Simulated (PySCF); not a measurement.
C₇H₁₄S, SMILES CC(/C=C\SC)(C)C, GFN2-xTB optimised geometry.

```
22

C      3.17    -1.24     0.00
S      1.35    -1.24     0.00
C      1.06     0.50     0.00
C     -0.11     1.13     0.00
C     -1.49     0.52    -0.01
C     -1.69    -0.34     1.24
C     -1.68    -0.34    -1.26
C     -2.52     1.65    -0.01
H      3.53    -0.74    -0.89
H      3.53    -0.75     0.90
H      3.48    -2.28     0.00
H      1.99     1.06     0.00
H     -0.07     2.21     0.00
H     -0.98    -1.16     1.26
H     -1.55     0.26     2.14
H     -2.69    -0.75     1.25
H     -1.53     0.26    -2.16
H     -2.68    -0.75    -1.28
H     -0.97    -1.16    -1.27
H     -2.41     2.28     0.87
H     -2.41     2.28    -0.90
H     -3.53     1.24    -0.02
```

Density from PBE0/def2-SVP (PySCF) at that geometry.

Minimum of the electron density along straight lines between bonded atoms, close to the bond critical point (lines longer than 1.1 times the sum of covalent radii, or with two minima, are not listed):

| bond | length / Å | ρ at the minimum / e bohr⁻³ | ∇²ρ there / e bohr⁻⁵ | position (fraction from the first atom) |
|---|---|---|---|---|
| C1–S2 | 1.817 | ? | ? | 0.46 |
| S2–C3 | 1.761 | 0.200 | ? | 0.53 |
| C3–C4 | 1.327 | 0.339 | -0.89 | 0.52 |
| C4–C5 | 1.509 | 0.253 | -0.59 | 0.51 |
| C5–C6 | 1.533 | 0.241 | -0.54 | 0.50 |
| C5–C7 | 1.533 | 0.241 | -0.54 | 0.50 |
| C5–C8 | 1.531 | 0.243 | -0.55 | 0.50 |
| C1–H9 | 1.086 | 0.279 | -1.05 | 0.64 |
| C1–H10 | 1.086 | 0.279 | -1.05 | 0.64 |
| C1–H11 | 1.085 | 0.279 | -1.06 | 0.64 |
| C3–H12 | 1.079 | 0.282 | -1.07 | 0.63 |
| C4–H13 | 1.082 | 0.280 | -1.04 | 0.63 |
| C6–H14 | 1.086 | 0.278 | -1.03 | 0.63 |
| C6–H15 | 1.088 | 0.276 | -1.01 | 0.62 |
| C6–H16 | 1.088 | 0.276 | -1.00 | 0.62 |
| C7–H17 | 1.088 | 0.276 | -1.01 | 0.62 |
| C7–H18 | 1.088 | 0.276 | -1.00 | 0.62 |
| C7–H19 | 1.086 | 0.278 | -1.03 | 0.63 |
| C8–H20 | 1.088 | 0.276 | -1.00 | 0.62 |
| C8–H21 | 1.088 | 0.276 | -1.00 | 0.62 |
| C8–H22 | 1.088 | 0.276 | -1.01 | 0.62 |

Problem. Some entries are withheld; supply them.

Solution. 
- C1–S2, ρ at the minimum / e bohr⁻³: 0.180
- C1–S2, ∇²ρ there / e bohr⁻⁵: -0.32
- S2–C3, ∇²ρ there / e bohr⁻⁵: -0.41
